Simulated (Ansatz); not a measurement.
Reaction (formal exchange of groups at a C–As bond): `OCC[AsH2]` + `BF` → `OCCBF` + `[AsH3]`

Computed with Ansatz on PBE0-D4/def2-TZVP structures; ΔE is electronic, products minus reactants. CCSD(T)/CBS adds triple-zeta CCSD(T) − MP2 to the extrapolated MP2 energy (def2 sets, frozen cores). This one scheme is used for every species. DFT in def2-TZVPP. B3LYP here is the variant with VWN-RPA as its local correlation; programs differ in this. For As outer-core shells are correlated without core-valence functions, which leaves a few kJ/mol of doubt a bond. Scalar relativity is left out up to krypton. One conformer a species, not always the lowest.

`OCC[AsH2]`:

```xyz
11

O    -0.109    1.073    1.210
C     0.551   -0.086    0.748
C    -0.393   -0.864   -0.136
As   -0.952    0.009   -1.821
H     0.511    1.596    1.723
H     0.854   -0.718    1.596
H     1.459    0.172    0.184
H    -1.307   -1.100    0.414
H     0.067   -1.814   -0.421
H     0.467    0.342   -2.275
H    -1.148    1.391   -1.222
```

`BF`:

```xyz
4

B     0.019    0.026   -0.038
F    -0.488   -0.655    0.968
H     0.088    1.216    0.071
H     0.380   -0.587   -1.001
```

`OCCBF`:

Cartesian coordinates in Å:
```
O 1.388 -0.511 -1.081
C -0.004 -0.279 -1.091
C -0.453 0.631 0.044
B -0.181 0.125 1.490
F 0.438 -1.039 1.684
H 1.590 -1.072 -0.328
H -0.223 0.182 -2.057
H -0.559 -1.226 -1.055
H -1.527 0.852 -0.036
H 0.030 1.615 -0.052
H -0.499 0.723 2.481
```

`[AsH3]`:

```xyz
4

As   -0.547    0.294    0.135
H    -0.370   -0.679   -1.022
H     0.743    1.022   -0.211
H     0.174   -0.637    1.098
```

```
             level  ΔE (kcal/mol)  difference from CCSD(T)/CBS
            PBE-D4          -12.0                         -1.6
          B3LYP-D4          -11.3                         -0.9
           ωB97M-V          -12.0                         -1.6
               PBE          -12.6                         -2.2
            r2SCAN          -13.0                         -2.6
              PBE0          -12.6                         -2.2
             B3LYP          -12.3                         -1.9
     HF/def2-TZVPP          -11.4                         -1.0
    MP2/def2-TZVPP           -8.8                          1.6
SCS-MP2/def2-TZVPP           -8.8                          1.6
   CCSD/def2-TZVPP          -10.6                         -0.2
     HF/def2-QZVPP          -11.4                         -1.0
    MP2/def2-QZVPP           -8.9                          1.5
      HF/CBS(def2)          -11.4                         -1.0
     MP2/CBS(def2)           -8.9                          1.5
    CCSD/CBS(def2)          -10.7                         -0.3
       CCSD(T)/CBS          -10.4                            0
```

Largest T1 diagnostic among the species: 0.013.

In def2-TZVPP, CCSD(T) changes the Hartree–Fock value by +1.2 kcal/mol (the triples alone add +0.3 kcal/mol) and MP2 by +2.6 kcal/mol. The D4 term adds +1.0 kcal/mol with B3LYP and +0.5 kcal/mol with PBE0; it sums over pairs of atoms, weighted by their polarisabilities, and B3LYP, whose exchange is more repulsive, gets the larger term.
